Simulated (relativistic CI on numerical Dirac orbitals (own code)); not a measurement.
# Cr³⁺ (3d3) in a crystal field

Calculated by Dirac-Coulomb-Breit CI, orbitals from a KLI potential per configuration, QED by a radiative potential, valence Slater integrals scaled by 0.65, one configuration in a parametric crystal field (own radial code).

Field parameters in Wybourne normalisation: D4h B²₀ = −7Ds, B⁴₀ = 21(Dq − Dt), B⁴₄ = 21√(5/14) Dq. The field is a parameter set, without covalency.

S and J are read from ⟨S²⟩ = S(S + 1) and ⟨J²⟩ = J(J + 1) of each level; they are not fictitious spins.

D4h, 10Dq = 15700, Ds = -1500, Dt = 430 cm⁻¹, the lowest 16 levels:

```
E (cm⁻¹)  Degeneracy  Irrep     S     J
     0.0           2     Γ7  1.50  3.45
     0.3           2     Γ6  1.50  3.45
   10354           2     Γ6  0.55  3.77
   10611           2     Γ7  0.57  4.05
   11455           2     Γ6  1.49  3.33
   11512           2     Γ7  1.49  3.48
   11540           2     Γ6  1.48  3.43
   11562           2     Γ7  1.47  3.50
   13273           2     Γ7  0.54  4.08
   13838           2     Γ6  0.53  3.87
   14426           2     Γ6  0.51  3.98
   15703           2     Γ6  1.50  3.49
   15721           2     Γ7  1.49  3.40
   17790           2     Γ7  1.49  2.51
   17894           2     Γ7  1.50  2.83
   17973           2     Γ6  1.50  3.07
```

Principal g values of the ground doublet: 1.96, 3.89, 3.89.

D4h, 10Dq = 15700, Ds = 3000, Dt = 430 cm⁻¹, the lowest 16 levels:

```tsv
E (cm⁻¹)	Degeneracy	Irrep	S	J
0.0	2	Γ7	1.50	3.44
1.1	2	Γ6	1.50	3.45
9526	2	Γ7	1.45	2.54
9556	2	Γ6	1.49	2.38
9574	2	Γ7	1.50	2.88
9758	2	Γ7	1.46	3.45
9840	2	Γ6	1.49	3.68
9941	2	Γ6	1.49	3.94
10577	2	Γ7	0.66	3.89
10758	2	Γ6	0.54	3.73
13056	2	Γ6	0.52	4.06
13754	2	Γ7	0.53	4.06
14150	2	Γ6	0.50	4.25
15718	2	Γ6	1.50	3.49
15738	2	Γ7	1.49	3.44
17482	2	Γ7	0.50	4.01
```

Principal g values of the ground doublet: 1.96, 3.88, 3.88.

D4h, 10Dq = 15700, Ds = 2590, Dt = 430 cm⁻¹, the lowest 10 levels:

```tsv
E (cm⁻¹)	Degeneracy	Irrep	S	J
0.0	2	Γ7	1.50	3.44
1.1	2	Γ6	1.50	3.45
9931	2	Γ7	1.50	2.90
10039	2	Γ7	1.50	3.21
10124	2	Γ6	1.50	3.46
10216	2	Γ6	1.49	3.80
11042	2	Γ7	1.24	3.17
11214	2	Γ6	1.43	2.96
11680	2	Γ7	0.90	3.66
11771	2	Γ6	0.62	3.67
```

Principal g values of the ground doublet: 1.96, 3.88, 3.88.

The free-ion ground term has S = 3/2. Every field shown keeps that spin.

Levels of this model without a field, named by their leading LS term (the scale mimics covalency, so terms lie below those of the real free ion): 4F_3/2 0, 4F_5/2 223, 4F_7/2 522, 4F_9/2 886, 4P_1/2 11508, 4P_3/2 11607, 2G_7/2 11681, 4P_5/2 11896 cm⁻¹.
